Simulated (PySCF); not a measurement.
C4H9O3Si, SMILES C=C[Si]([O])(OC)OC, doublet (GFN2-xTB optimised geometry):

```
17

C     -2.035     0.978    -0.009
C     -0.815     0.533     0.000
Si    -0.459    -1.463     0.000
O     -1.353    -1.977    -1.129
O     -0.719    -1.678     1.597
C     -1.987    -1.797     2.148
O      1.165    -1.463     0.000
C      1.933    -1.591    -1.153
H     -2.256     2.038     0.042
H     -2.889     0.326    -0.089
H      0.104     1.083     0.056
H     -2.620    -2.454     1.549
H     -1.879    -2.205     3.155
H     -2.467    -0.814     2.214
H      2.889    -2.038    -0.875
H      2.118    -0.607    -1.596
H      1.436    -2.217    -1.894
```

Method: unrestricted PBE0/def2-SVP run with PySCF.

### Question
What are the frontier orbital energies (α orbitals alone; a β orbital can be the lowest empty one) and the dipole moment?

### Answer
HOMO-2 -8.58 eV, HOMO-1 -8.19 eV, HOMO -7.87 eV, LUMO -0.31 eV, LUMO+1 1.43 eV; dipole moment 1.70 D.

On the same geometry unrestricted PBE/def2-SVP (PySCF) gives HOMO-2 -6.72 eV, HOMO-1 -6.62 eV, HOMO -6.36 eV, LUMO -1.33 eV, LUMO+1 0.55 eV; dipole moment 1.92 D.

Meta-Löwdin charges at PBE0/def2-SVP: C1 -0.19, C2 -0.21, Si3 1.35, O4 -0.63, O5 -0.57, C6 -0.08, O7 -0.59, C8 -0.08, H9 0.12, H10 0.13, H11 0.14, H12 0.09, H13 0.11, H14 0.09, H15 0.11, H16 0.09, H17 0.10.
